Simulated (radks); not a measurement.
Br II, configuration [Ar] 3d9 4s2 4p4 5s1 (not the ground configuration). All-electron calculation, scalar-relativistic Kohn-Sham, LDA (Slater exchange, Perdew-Wang correlation), spin-polarised, spherical densities, finite nucleus; open shells are filled with parallel spins first; Fermi nuclear charge, rms radius 4.1629 fm. Program: a radial shooting solver on a logarithmic mesh with Libxc functionals. Some entries of the table are withheld. Estimate them.

orbital,occ.,eigenvalue (eV),r(max) (bohr),<r> (bohr)
1s up,1,-13329.23,0.02795,0.04280
1s down,1,-13329.00,0.02795,0.04280
2s up,1,-1765.989,0.1595,0.1898
2s down,1,-1764.734,0.1594,0.1898
2p up,3,-1563.126,0.1275,0.1656
2p down,3,-1562.077,0.1275,0.1655
3s up,1,-268.6101,0.4826,0.5478
3s down,1,-266.7661,0.4828,0.5481
3p up,3,-204.4113,0.4784,0.5579
3p down,3,-202.5565,0.4788,0.5583
3d up,5,-98.0685,0.4237,0.5711
3d down,4,-96.1045,0.4243,0.5717
4s up,1,-39.0994,1.344,1.534
4s down,1,-37.0213,1.344,1.541
4p up,3,-24.7091,1.512,1.780
4p down,1,-22.7370,1.518,1.798
5s up,1,-8.2292,3.708,4.126
5s down,0,-7.2062,3.801,4.293
4d up,0,-7.1404,2.319,(1)
4d down,0,-5.7486,2.431,(2)
5p up,0,-5.4936,4.536,(3)
5p down,0,-4.7077,4.774,(4)
6s up,0,(5),8.323,8.784
6s down,0,(6),8.837,9.334
4f up,0,-1.3149,7.517,9.359
4f down,0,-1.1393,9.142,11.25

Answer. 
(1) 4d up <r> (bohr): 3.034
(2) 4d down <r> (bohr): 3.263
(3) 5p up <r> (bohr): 5.030
(4) 5p down <r> (bohr): 5.372
(5) 6s up eigenvalue (eV): -2.6451
(6) 6s down eigenvalue (eV): -2.4212
